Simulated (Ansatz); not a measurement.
`BS[SiH](C)Cl` + HCl → `C[SiH](Cl)Cl` + `BS`  (ligand exchange at the Si–S bond)

Program: Ansatz. Geometries: PBE0-D4/def2-TZVP. ΔE: electronic, gas phase. CCSD(T)/CBS is the MP2 limit (def2-TZVPP, def2-QZVPP) plus CCSD(T) − MP2 in def2-TZVPP, frozen cores. This one scheme is used for every species. One conformer a species, not always the lowest.

```json
{"species": "`BS[SiH](C)Cl`", "CCSD(T)/CBS(def2) energy (Eh)": "-1213.19788"}
{"species": "HCl", "CCSD(T)/CBS(def2) energy (Eh)": "-460.38127"}
{"species": "`C[SiH](Cl)Cl`", "CCSD(T)/CBS(def2) energy (Eh)": "-1249.21450"}
{"species": "`BS`", "CCSD(T)/CBS(def2) energy (Eh)": "-424.38198"}
```

Q: Work out ΔE.

A: ΔE = (-1249.21450) + (-424.38198) − (-1213.19788) − (-460.38127) = -0.01733 Eh = -45.5 kJ/mol.

Largest T1 diagnostic among the species: 0.015.

At CCSD(T), def2-SVP lies −5.3 kJ/mol from the extrapolated value and def2-TZVPP +0.1 kJ/mol. In def2-TZVPP, CCSD(T) changes the Hartree–Fock value by +17.0 kJ/mol (the triples alone add +2.8 kJ/mol) and MP2 by +17.9 kJ/mol.
